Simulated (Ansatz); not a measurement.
Two structures of GeNH$_{7}$, closed shell, reached by relaxing down either side of one saddle point (PBE0-D4/def2-TZVP). Energies are electronic, without zero-point energy. Program: Ansatz 0.2.0. Basis: def2-TZVPP and def2-QZVPP. Cores are frozen in the correlated methods. Filled d shells of the heavier atoms are correlated. The def2 sets are not built for correlating such inner shells, so the correlated values are less sure here. Extrapolation: Hartree–Fock as exp(−7.88 √X), correlation as X^−2.97. First:

```
9
angstrom
Ge -1.1858 -0.9988 0.0819
H -0.3121 -1.1904 1.3264
H -0.3948 -1.3094 -1.1934
H -2.3651 -1.9927 0.1672
H -1.7637 0.4198 0.0338
H 2.1472 0.6768 0.2611
N 1.2910 1.0876 -0.0908
H 1.1129 1.9215 0.4554
H 1.4706 1.3855 -1.0418
```

Second:

| atom | x (Å) | y (Å) | z (Å) |
| --- | --- | --- | --- |
| Ge1 | -1.1444 | 0.0250 | -0.4842 |
| H2 | 2.1709 | -1.7218 | 1.4665 |
| H3 | -0.8463 | -1.1706 | -1.4004 |
| H4 | -1.7762 | -0.4347 | 0.8376 |
| H5 | -2.1270 | 0.9789 | -1.2038 |
| H6 | 1.8333 | -1.1399 | 1.1356 |
| N7 | 0.4792 | 0.7921 | -0.0611 |
| H8 | 0.4047 | 1.5724 | 0.5779 |
| H9 | 1.0058 | 1.0983 | -0.8683 |

Which bonds change from the first to the second?

GeH₄ + NH₃ → GeNH₅ ([NH2][GeH3]) + H₂; bonds formed: Ge1–N7, H2–H6; bonds broken: Ge1–H2, H6–N7.

Give the saddle point's structure and its height above each. (An estimate is asked for; the value comes from the calculation.)

By the calculation: 234.0 kJ/mol above the first and 204.7 kJ/mol above the second (CCSD(T) at an estimated basis limit (MP2 extrapolated from triple and quadruple zeta, plus CCSD(T) − MP2 in triple zeta)).
```tsv
atom	x (Å)	y (Å)	z (Å)
Ge1	-0.7807	-0.4401	-0.1795
H2	0.8332	-1.2808	0.7684
H3	-0.5693	-1.5423	-1.2200
H4	-1.5387	-0.7706	1.1082
H5	-1.6711	0.6339	-0.9063
H6	1.1820	-0.1662	0.5400
N7	0.7602	0.8163	0.0458
H8	0.5903	1.6097	0.6575
H9	1.1941	1.1400	-0.8141
```

No T1 diagnostic of these runs exceeds 0.013.

Labels in which every atom is bracketed show which atoms are joined, not bond orders.

For scale, one of the runs: CCSD(T)/def2-TZVPP, 177 basis functions, launched by `ansatz run in.yaml --threads 2 --pin off --events-out ev --progress --plain --max-ram 4352MiB`. The run took 48 s on 2 CPU threads of an Arm Neoverse V1 (shared host), with 1.6 GiB of host memory at its peak.
